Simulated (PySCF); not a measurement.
## Unknown compound

An unknown has the formula C8H12OSi. Its calculated NMR data are:

$^{1}$H NMR (300 MHz, computed): δ 7.73 (d, 2H), 7.50 (d, 2H), 5.37 (s, 2H), 4.00 (s, 3H), 2.49 (s, 3H).

$^{13}$C{$^{1}$H} NMR (computed): δ 145.2 (C), 139.5 (CH, 2C), 133.4 (CH, 2C), 133.0 (C), 54.2 (CH3), 24.3 (CH3).

Level of theory: geometry from GFN2-xTB, NMR shieldings at PBE0/pcSseg-1/GIAO, in PySCF 2.14 (relativity neglected, rapidly exchanging positions averaged, one conformer, no solvent model).

δ = σ(ref) − σ, references computed at the same level: $^{1}$H, $^{13}$C vs TMS.

Which candidate is it?
A. CC#C[C@@]1([SiH3])C[C@H]1C(C)=O
B. C#C/C=C(/C(C)=O)[SiH](C)C
C. CO[SiH2]c1ccc(C)cc1
D. CC#CC(=O)/C=C/[SiH](C)C
E. C=C1C=CO[Si@H]1C1CCC1
F. C=CCCC1=CC(=O)[SiH2]C1

Answers

C. 

Rings plus π bonds: 4 (1 ring in the answer). 6 carbon signals for 8 carbons: some carbons are equivalent by symmetry or fast rotation. Carbon types of the structure: 2 × C, 4 × CH, 2 × CH3, leaving 2 H on heteroatoms. δC 145.2, 133.0: substituted aromatic carbon. δC 139.5, 133.4: aromatic CH; the aromatic region. δC 54.2: methyl carbon bonded to O; the inductive effect lowers its shielding. δH 7.73, 7.50: hydrogen on an aromatic CH; ring-current deshielding. δH 4.00: hydrogen on a methyl carbon bonded to O; its carbon carries O, an electronegative neighbour.

The others: C=CCCC1=CC(=O)[SiH2]C1 would give 8 carbon signals, not 6; CC#CC(=O)/C=C/[SiH](C)C would give 7 carbon signals, not 6; C=C1C=CO[Si@H]1C1CCC1 would give 8 carbon signals, not 6; C#C/C=C(/C(C)=O)[SiH](C)C would give 7 carbon signals, not 6; CC#C[C@@]1([SiH3])C[C@H]1C(C)=O would give 8 carbon signals, not 6.

Shifts are as computed. Against solution values, carbons near 30 ppm lie about +3 ppm off and those near 130 ppm about +5 ppm. Of 1309 compounds with measured shifts, 239 miss one by over three times the rms of a fit or turn the order of signals round; such compounds aren't used in these exercises. No couplings were computed; multiplicities are counted from neighbouring protons, with m where these are inequivalent, close in shift, in a saturated or five-membered ring or joined by F or P, and br s for small geminal =CH2 splittings.
